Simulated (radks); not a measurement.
Results of a calculation; reference values are marked as such.
Q: Radial electron density D(r) = 4 pi r^2 rho(r) of an atom or ion with 3 electrons. Level of theory: scalar-relativistic Kohn-Sham, RPBE, spin-polarised, spherical densities, finite nucleus; Fermi nuclear charge, rms radius of each element as measured or else 0.836 A^(1/3) + 0.57 fm (a radial shooting solver on a logarithmic mesh with Libxc functionals).

r (bohr),D(r) (e/bohr),spin D(r)
0.0035,0.8570,0.0464
0.003852,1.021,0.0552
0.00424,1.214,0.0657
0.004668,1.441,0.0779
0.005138,1.708,0.0923
0.005656,2.021,0.109
0.006225,2.385,0.129
0.006853,2.808,0.151
0.007543,3.298,0.177
0.008303,3.861,0.207
0.00914,4.506,0.242
0.01006,5.241,0.280
0.01107,6.071,0.324
0.01219,7.002,0.373
0.01342,8.038,0.426
0.01477,9.180,0.484
0.01626,10.42,0.546
0.0179,11.76,0.612
0.0197,13.18,0.680
0.02169,14.65,0.748
0.02387,16.16,0.813
0.02628,17.65,0.873
0.02892,19.09,0.924
0.03184,20.41,0.962
0.03505,21.55,0.982
0.03858,22.45,0.979
0.04246,23.03,0.949
0.04674,23.24,0.890
0.05186,22.99,0.791
0.05709,22.28,0.669
0.06284,21.12,0.524
0.06917,19.54,0.367
0.07614,17.60,0.214
0.08382,15.41,0.0857
0.09226,13.10,0.00846
0.1016,10.81,0.00903
0.1118,8.697,0.113
0.1231,6.882,0.338
0.1355,5.459,0.693
0.1491,4.470,1.17
0.1641,3.899,1.73
0.1807,3.677,2.34
0.1989,3.692,2.92
0.2189,3.812,3.40
0.241,3.905,3.70
0.2652,3.870,3.78
0.292,3.652,3.61
0.3214,3.248,3.23
0.3538,2.704,2.70
0.3894,2.096,2.09
0.4286,1.505,1.50
0.4718,0.9948,0.995
0.5194,0.6020,0.602
0.5717,0.3306,0.331
0.6293,0.1631,0.163
0.6927,0.07155,0.0716
0.7625,0.02762,0.0276
0.8394,0.009274,0.00927
0.9239,0.002673,0.00267
1.017,0.0006520,0.000652

What is the nuclear charge?

A: Z = 21. The innermost maximum, from 1s, lies near gamma/Z bohr with gamma = sqrt(1 - (Z/c)^2) = 0.988, here 0.0471 bohr (found: 0.0467), and its height grows with Z. The density is that of the scandium ion Sc18+ in [He] 2s1; the configuration itself is not fixed sharply by these data, and Z only to about a unit. D(r) has 2 maxima, at r = 0.0467, 0.249 bohr, and minima at 0.188 bohr, inside which lie 2.11 electrons.
